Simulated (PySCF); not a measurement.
SMILES Fc1c(F)c(F)c(-c2ccccc2Cl)c(F)c1F, singlet at its GFN2-xTB optimised geometry (Å):

```
22

F     -1.6954    -4.0966    -0.0003
C     -1.0275    -2.9436     0.0000
C     -1.7202    -1.7362     0.0038
F     -3.0540    -1.7338     0.0083
C     -1.0126    -0.5384     0.0041
F     -1.6844     0.6154     0.0096
C      0.3780    -0.5168     0.0016
C      1.1212     0.7664    -0.0286
C      1.4867     1.4104     1.1457
C      2.1804     2.6065     1.0977
C      2.5131     3.1666    -0.1241
C      2.1548     2.5359    -1.3028
C      1.4608     1.3389    -1.2513
Cl     1.0054     0.5378    -2.7150
C      1.0513    -1.7337     0.0000
F      2.3864    -1.7424     0.0021
C      0.3644    -2.9436     0.0000
F      1.0302    -4.0994     0.0011
H      1.2234     0.9669     2.0939
H      2.4603     3.0998     2.0154
H      3.0540     4.0994    -0.1634
H      2.4092     2.9645    -2.2590
```

Computed with PBE0/def2-SVP (PySCF). Cells within 0.4 Å of a nucleus heavier than hydrogen are left out (blank, or x).

Map of the electron localisation function on the plane z = 1.5 Å:

```
|00000000000000000000000000000|
|00000000000000000000000000000|
|00000000000000000000000000000|
|00000000000000000000000000000|
|00000000000000000000000000000|
|00000000000000000000000000000|
|00000000000000002357510000000|
|00000000000000024589950000000|
|00000000000000124667961000000|
|00000000000000246874652000000|
|00000000000000256688642000000|
|00000000000000158x46431000000|
|00000000000000049976420000000|
|00000000000000005754210000000|
|00000000000001000011000000000|
|00000000000232320000000000000|
|00000000002321232000000000000|
|00000000003300013100000000000|
|00000000003300013100000000000|
|00000000002210023100000000000|
|00000000001342342000000000000|
|00000000000022320000000000000|
|00000000000000000000000000000|
|00000000000000000000000000000|
|00000000000000000000000000000|
|00000000000000000000000000000|
|00000000000000000000000000000|
|00000000000000000000000000000|
|00000000000000000000000000000|
```
Scale: ten equal steps from 0.000 (start of '0') to 0.936 (end of '9'), in the order '0123456789'; x runs from -6.50 to 6.50, y from -6.50 (bottom) to 6.50 (top).
